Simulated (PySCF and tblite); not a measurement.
The numbers below are computed, except where a source is named.
C₅H₇NO, numbered as in [CH3:1][O:2][C@H:3]1[CH2:4][C@@H:5]1[C:6]#[N:7].

Level: PBE0-D3(BJ)/def2-SVP (IEF-PCM, tetrahydrofuran)//GFN2-xTB, thermal terms from GFN2-xTB, symmetry numbers and mirror pairs counted. Conformers within 2.5 kcal/mol (GFN2-xTB free energy) were kept, 6 at most. Programs: PySCF with density fitting and tblite.

Rotational constants are equilibrium values for the commonest isotopes; dipoles come from the energy level named and are polarised by its solvent model.

Torsions listed: C1–O2–C3–C4.

| conformer | shape | symmetry | weight % |
| --- | --- | --- | --- |
| 1 | -158° | C1 | 86.5 |
| 2 | 89° | C1 | 13.5 |

Sets of constants, in random order:

```
set  A (MHz)  B (MHz)  C (MHz)  abs μa (D)  abs μb (D)  abs μc (D)
  P     5536     1652     1370        3.87        0.94        0.57
  Q     8706     1360     1282        5.05        2.13        0.23
```

Question: Match each set to its conformer.

Answer: P is conformer 1, Q is conformer 2.
